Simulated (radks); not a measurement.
Question: All-electron atom: the europium ion Eu3+ in [Xe] 4f2.5 5d1 6s1.5 6p1 (fractional occupations, a model configuration). Method: scalar-relativistic Kohn-Sham, LDA (Slater exchange, Perdew-Wang correlation), spin-polarised, spherical densities, finite nucleus; open shells are filled with parallel spins first (spin-orbit coupling, left out, can overturn this in heavy ions); Fermi nuclear charge, rms radius 5.1115 fm; computed with a radial shooting solver on a logarithmic mesh with Libxc functionals. Some entries of the table are withheld. Estimate them.

orbital,occ.,eigenvalue (eV),<r> (bohr)
1s up,1,-48388.48,0.02234
1s down,1,-48388.44,0.02234
2s up,1,-8011.423,0.09521
2s down,1,-8011.283,0.09520
2p up,3,-7149.661,0.08394
2p down,3,-7149.544,0.08394
3s up,1,-1827.427,0.2500
3s down,1,-1826.132,0.2499
3p up,3,-1559.179,0.2484
3p down,3,-1557.891,0.2483
3d up,5,-1199.035,0.2263
3d down,5,-1197.996,0.2261
4s up,1,-423.4220,0.5607
4s down,1,-420.6690,0.5608
4p up,3,-333.9602,0.5909
4p down,3,-331.2519,0.5911
4d up,5,-209.0377,0.6348
4d down,5,-206.3847,0.6353
5s up,1,-96.7142,1.253
5s down,1,-94.9452,1.256
4f up,2.5,-72.0618,0.7372
5p up,3,-71.3359,1.404
5p down,3,-69.6932,1.407
4f down,0,-69.4749,0.7408
5d up,1,(1),1.794
5d down,0,(2),1.796
6s up,1,-29.9880,2.754
6s down,0.5,-28.4812,2.782
6p up,1,(3),3.163
6p down,0,(4),3.226

Answer: 
(1) 5d up eigenvalue (eV): -38.5620
(2) 5d down eigenvalue (eV): -37.0368
(3) 6p up eigenvalue (eV): -23.2731
(4) 6p down eigenvalue (eV): -21.9312
